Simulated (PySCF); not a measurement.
C₂H₅NO₂Si, SMILES O=C/N=C/O[SiH3]. Atoms are numbered in the order given.

```xyz
11

O     -2.6150     1.0417     0.7631
C     -1.7687     0.3232     1.2435
N     -0.5477    -0.0116     0.6438
C     -0.4937    -0.0071    -0.6376
O      0.6417    -0.2222    -1.2720
Si     2.0738    -0.4811    -0.3301
H     -1.8719    -0.1272     2.2587
H     -1.3603     0.1508    -1.3029
H      2.3626     0.7126     0.5030
H      1.9282    -1.7192     0.4754
H      3.1042    -0.6530    -1.3850
```

The structure is a stationary point at r2SCAN-D4/def2-SVP. The structure was generated by enumeration; whether it is a known compound was not checked. Other conformers were not sampled.

All values below come from SMD-B3LYP/6-31G* (PySCF).

Solvation free energies are E(SMD) − E(gas) at the gas-phase geometry, for 1 M in both phases. In vacuum the dipole moment is 2.56 D.

Computed solvation free energies in water, ethylethanoate, chlorobenzene:
| solvent | ΔG(solv) (kcal/mol) | its non-electrostatic (CDS) part | dipole (D) |
|---|---|---|---|
| water | -2.2 | 4.9 | 3.23 |
| ethylethanoate | -3.9 | -0.6 | 2.82 |
| chlorobenzene | -3.5 | -0.2 | 2.82 |
